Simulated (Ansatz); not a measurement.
`N[SiH]([O])O`, charge 0, multiplicity 2.

Question: Give a relaxed structure at PBE0-D4/def2-TZVP (Ansatz). (Estimate.)

Answer: Computed: 
Z-matrix (Å, degrees):
```
Si
O 1 1.654
O 1 1.635 2 118.5
N 1 1.687 2 110.3 3 -119.9
H 1 1.495 2 95.5 3 116.2
H 3 0.958 1 117.4 2 71.6
H 4 1.005 1 122.0 2 138.8
H 4 1.004 1 123.0 2 -29.0
```
